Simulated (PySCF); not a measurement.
# A search over the determinants of MgSb⁻

Unrestricted PBE0; Mg aug-cc-pVDZ, Sb aug-cc-pVDZ-PP with ECP28; scalar-relativistic core potentials (PySCF 2.14). Outer shells of the fragments: Mg 3s2; Sb− 4d10 5s2 5p4.

Followed along the bond (rough minima from three points):

```json
{"2Ms+1": "3", "unpaired": "σ ↑, π ↑", "⟨S²⟩ at the start": "2.02", "R at minimum (Å)": "2.72", "Te (eV)": "0.00"}
{"2Ms+1": "1", "unpaired": "σ ↑, π ↓", "⟨S²⟩ at the start": "1.02", "R at minimum (Å)": "2.70", "Te (eV)": "0.09"}
{"2Ms+1": "1", "unpaired": "none", "⟨S²⟩ at the start": "0.00", "R at minimum (Å)": "2.55", "Te (eV)": "0.46"}
```

Solutions found at the starting distance of 2.820 Å, counted from the lowest of them; the search is not exhaustive and high or unbound solutions are not listed, so other states can lie among these:

```csv
2Ms+1,unpaired,term,E (eV),⟨S²⟩,⟨Lz²⟩,μ (D)
3,"σ ↑, π ↑",³Π,0.00,2.02,1.02,2.49
1,"σ ↑, π ↓",mixed,0.11,1.02,1.02,2.21
1,none,¹Σ⁺,0.63,0.00,0.00,-0.74
3,σ ↑↑,³Σ⁺,1.76,2.07,0.00,0.40
```

A term symbol is given only where ⟨S²⟩ and ⟨Lz²⟩ are close to those of a pure state; real π, δ and φ orbitals otherwise mix terms. A positive dipole points towards Sb; it is taken about the centre of mass and depends on that origin.

Spin–orbit coupling is left out. Counting both spins, an empty level lies below a filled one in some of these solutions, because spin and occupation are held.
